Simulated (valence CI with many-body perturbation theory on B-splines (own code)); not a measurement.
Hf LXVI: key properties

Calculated by relativistic CI+MBPT: five valence electrons over a frozen Dirac-Fock core [He], a basis of 9 s, 9 p, 8 d, 6 f, 3 g, 1 h functions for each j, with the one-electron correlation potential Σ1, the two-electron term Σ2, the three-electron term Σ3, Breit, model QED; selected CI, second order for the rest, scaled by the run's own slope (own B-spline code, finite nucleus).

No measured spectrum was set against this ion. As an estimate, large intervals hold to a few tenths of a per cent, small ones and those within an open d or f shell to about a per cent. Among the levels kept, up to 4100 cm⁻¹ of a level comes from second order outside the variational space, and about a tenth of that is noise between levels of different J, which matters for small intervals.

Levels are named by their leading jj configuration (3d3/2^4 stands for four electrons in 3d with j = 3/2), which in mixed levels can hold well under half, so a name can repeat and another be missing.

Rates and lifetimes use the calculated energies. Strong lines usually hold to 10 to 20 %, long lifetimes can be off by a factor of two.

Task: What is the ground level?

Result: (2s^2 2p1/2^2 2p3/2) J=3/2, composition 49 % 2s2 2p3 2P° + 27 % 2s2 2p3 2D° + 24 % 2s2 2p3 4S°, g = 1.316.

Task: What is the ionisation energy?

Result: 15679 eV; NIST lists 15680 ± 30 eV (theoretical).

Task: What are the static dipole polarisabilities of the lowest levels?

Result: (2s^2 2p1/2^2 2p3/2) J=3/2 7.91e-05 (tensor 1.5e-05) bohr³, of which the core gives 2.49e-07.

Task: Where does the other parity begin?

Result: At (2s 2p1/2^2 2p3/2^2) J=5/2, 114.13 Ry.

Task: Among levels below 760.60 Ry, which E1 lines absorb most strongly from the ground level?

Result: to (2s^2 2p1/2^2 3d5/2) J=5/2 at 0.1377 nm, f = 0.548; to (2s^2 2p1/2 2p3/2 3d3/2) J=5/2 at 0.1219 nm, f = 0.508; to (2s^2 2p1/2 2p3/2 3d3/2) J=3/2 at 0.1219 nm, f = 0.299.
